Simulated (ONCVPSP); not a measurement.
# u(r) = r·R(r): atom against pseudo-atom (zirconium (Zr))

Columns: radius, all-electron u(r) and pseudo u(r) of the 4d shell (level -17.30 eV) of zirconium in the configuration [Ar] 3d10 4s2 4p6 4d2; PBE, scalar-relativistic, ONCV scheme, ONCVPSP 4.0.1.

```csv
r (bohr),all-electron,pseudo
0.152,-0.2065,0.0031
0.305,-0.3286,0.0237
0.458,-0.1870,0.0747
0.610,0.0471,0.1595
0.762,0.2738,0.2731
0.915,0.4585,0.4035
1.068,0.5917,0.5328
1.220,0.6770,0.6438
1.372,0.7235,0.7249
1.525,0.7405,0.7706
1.678,0.7358,0.7814
1.830,0.7159,0.7635
1.982,0.6859,0.7260
2.135,0.6493,0.6775
2.288,0.6089,0.6255
2.440,0.5670,0.5749
2.592,0.5248,0.5276
2.745,0.4830,0.4836
2.898,0.4425,0.4425
3.050,0.4040,0.4040
3.202,0.3675,0.3675
3.355,0.3330,0.3330
3.508,0.3009,0.3009
3.660,0.2713,0.2713
3.812,0.2440,0.2440
3.965,0.2188,0.2188
```

**Question.** How many radial nodes do the two functions have?

**Answer.** The all-electron 4d function has n − l − 1 = 1; the pseudo-wave has 0, since the states of the same l below it are removed with the core.

**Question.** At about which radius was the pseudo-wave matched?

**Answer.** 3.05 bohr, where the columns begin to agree (steps of 0.15 bohr).

**Question.** Is the pseudo-wave norm-conserving?

**Answer.** Yes: the ONCV scheme keeps the norm inside the radius equal to the all-electron one, which fixes the energy derivative of the logarithmic derivative at the level.
